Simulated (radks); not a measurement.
The tantalum ion Ta2+, configuration [Xe] 4f14 5d3 (the NIST ground configuration). Method: Dirac Kohn-Sham, BLYP, spin-unpolarised, spherical densities, point nucleus; open shells are shared between the two j in proportion to 2j + 1; speed of light set to 116.481 atomic units (0.85 times the physical value, a model run); computed with a radial shooting solver on a logarithmic mesh with Libxc functionals.

Spin-orbit splittings of the eigenvalues, e(l+1/2) - e(l-1/2), with zeta = 2 splitting/(2l+1) and mean radii in bohr:

shell,occ.,splitting (eV),zeta (eV),<r> j=l-1/2,<r> j=l+1/2
2p,6,1917,1278,0.06090,0.07215
3p,6,414.9,276.6,0.1862,0.2072
3d,10,82.75,33.10,0.1814,0.1876
4p,6,96.41,64.27,0.4467,0.4943
4d,10,16.14,6.456,0.5133,0.5293
4f,14,2.653,0.7581,0.6414,0.6572
5p,6,13.56,9.043,1.168,1.320
5d,3,0.9410,0.3764,1.969,2.055
